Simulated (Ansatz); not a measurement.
Computed with Ansatz on PBE0-D4/def2-TZVP structures; ΔE is electronic, products minus reactants. CCSD(T)/CBS adds triple-zeta CCSD(T) − MP2 to the extrapolated MP2 energy (def2 sets, frozen cores). This one scheme is used for every species. Functionals use def2-TZVPP.

Consider the substitution at a C–Si bond: `COC([SiH3])=S` + CH₃SH → `COC(=S)SC` + SiH₄.

CCSD(T)/CBS gives -3.2 kcal/mol.

**Question.** Another level gave -3.8 kcal/mol. Which?
A. PBE-D4/def2-TZVPP
B. CCSD/def2-TZVPP
C. HF/def2-TZVPP
D. SCS-MP2/def2-TZVPP

**Answer.** D. SCS-MP2/def2-TZVPP -3.8, PBE-D4 -5.7, CCSD/def2-TZVPP -2.0, HF/def2-TZVPP -0.7 kcal/mol.

Largest T1 diagnostic among the species: 0.017.

The D4 term adds −1.2 kcal/mol with B3LYP and −0.6 kcal/mol with PBE0; it sums over pairs of atoms, weighted by their polarisabilities, and B3LYP, whose exchange is more repulsive, gets the larger term. In def2-TZVPP, CCSD(T) changes the Hartree–Fock value by −2.3 kcal/mol (the triples alone add −1.0 kcal/mol) and MP2 by −4.8 kcal/mol.

B3LYP here is the variant with VWN-RPA as its local correlation; programs differ in this.
